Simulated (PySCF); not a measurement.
Computed properties of 1,1,1-trifluoroethane (C2H3F3), SMILES CC(F)(F)F

1,1,1-trifluoroethane (C₂H₃F₃), SMILES FC(F)(C)F. Geometry optimised at B3LYP-D3(BJ)/def2-SVP. Other conformers were not sampled. All values are computed for the isolated molecule unless a solvent is named; none is compared with measurement here.

**Structure.** The optimised structure has C3v symmetry. All 18 harmonic modes at B3LYP-D3(BJ)/def2-SVP (PySCF) are real, so it is a minimum. With heavy atoms numbered as in [CH3:1][C:2]([F:3])([F:4])[F:5], the shortest bond between them is C2–F5 at 1.346 Å and the longest C1–C2 at 1.505 Å.

**Vibrations.** The strongest infrared lines (harmonic, unscaled, degenerate partners summed) lie at 1261 cm⁻¹ (523 km/mol, C 72 %, H 16 %, F 12 %), 1295 cm⁻¹ (149 km/mol, C 60 %, H 30 %, F 10 %), 1427 cm⁻¹ (122 km/mol, H 51 %, C 47 %). The softest mode is at 236 cm⁻¹ and the zero-point energy is 32.9 kcal/mol.

**Electronic structure.** HF/def2-TZVP (PySCF) places the frontier levels at -15.37 and 3.82 eV, a gap of 19.19 eV, and gives a dipole moment of 2.52 D and a mean polarisability of 25.3 bohr³. PBE/def2-TZVP (PySCF) at the same geometry gives -9.09 and 0.61 eV, so its gap is 9.49 eV narrower. An orbital gap is neither the optical nor the fundamental gap.

**Excitations.** TDA-CAM-B3LYP/def2-SVPD (PySCF) has S1 at 10.73 eV (116 nm, f = 0.069, bright); the most intense of the 10 singlets computed lies at 12.12 eV (f = 0.14). Strengths of degenerate partners are summed. T1 (TDA) is at 10.49 eV, 0.24 eV under S1. TDA-PBE/def2-SVPD (PySCF) puts S1 at 9.35 eV. No vertical singlet excitation falls in the visible range (under 3.1 eV).

**NMR.** GIAO shifts at PBE0/pcSseg-1 (PySCF) (non-relativistic, atoms alike by connectivity averaged): ¹³C from 24.7 to 135.3 ppm against TMS; ¹H at 2.0 ppm against TMS; ¹⁹F at -82.0 ppm against CFCl3.

**Solvation.** SMD-PBE0/def2-SVP (PySCF) gives 0.3 kcal/mol in water, -2.7 kcal/mol in dichloromethane, -2.8 kcal/mol in acetone (1 M in both phases, gas-phase geometry); of these solvents acetone holds the molecule best.
